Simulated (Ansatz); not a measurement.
Compare A (`BC(C)C=N`) with its isomer B (`BN(C)C=C`).

Isolated molecules relaxed with PBE0-D4/def2-TZVP in Ansatz; ΔE leaves out vibrations. CCSD(T)/CBS adds triple-zeta CCSD(T) − MP2 to the extrapolated MP2 energy (def2 sets, frozen cores). Functionals use def2-TZVPP. B3LYP here is the variant with VWN-RPA as its local correlation; programs differ in this. One conformer a species, not always the lowest.

Question: Which isomer does CCSD(T)/CBS put lower? Give the gap. (Estimate.)

Answer: The calculation gave: B, by 125.0 kJ/mol.

Question: Give E(B) − E(A) in kJ/mol with B3LYP, B3LYP-D4, PBE0-D4, CCSD/def2-TZVPP, r2SCAN-D4, MP2/def2-TZVPP, B2PLYP. (An estimate is asked.)

Answer: Ansatz gave: B3LYP -129.4, B3LYP-D4 -131.1, PBE0-D4 -126.4, CCSD/def2-TZVPP -120.8, r2SCAN-D4 -128.1, MP2/def2-TZVPP -126.2, B2PLYP -128.0. None reverses the order clearly.

Largest T1 diagnostic: 0.013.

In def2-TZVPP, CCSD(T) changes the Hartree–Fock value by −8.3 kJ/mol (the triples alone add −2.5 kJ/mol) and MP2 by −11.3 kJ/mol.
